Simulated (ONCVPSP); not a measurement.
**Ranking ONCV potentials for Cd**

All share these settings but for the change named:

Cd, optimised norm-conserving Vanderbilt (ONCV), made with ONCVPSP 4.0.1 (PBE, fully relativistic). Core [Ar] 3d10, reference 4s2 4p6 4d10 5s1.5 5p0.5. Waves: 4s+5s: rc 1.55 bohr, ncon 4, nbas 8, qcut 6.3 1/bohr, 2 projectors; 4p+5p: rc 1.30 bohr, ncon 4, nbas 7, qcut 12.8 1/bohr, 2 projectors; 4d: rc 1.45 bohr, ncon 5, nbas 9, qcut 8.8 1/bohr, 2 projectors, debl 4 Ha. Local part: polynomial inside 1.20 bohr (lpopt 5, dvloc0 4 Ha). Core correction: polynomial model core, fcfact 0.45.

Open shells are filled in proportion to 2j + 1.

Cutoff: the first of the cutoffs (Ha) at which the residual kinetic energy of the hardest occupied pseudo-wave falls to 1 and 0.1 mHa per electron; the density cutoff is not measured.

The base gives 48 Ha.

Of 9 variants that were run, those that failed, showed a ghost or another fault, or gave nearly equal values are left out.

A variant can come out equal or close to the base.

Rank these variants from softest to hardest (loose cutoff).
A. p: qcut 18
B. p: qcut 14.3
C. p: qcut 9
D. p: qcut 11.4

C (33 Ha), D (41 Ha), B (53 Ha), A (66 Ha).
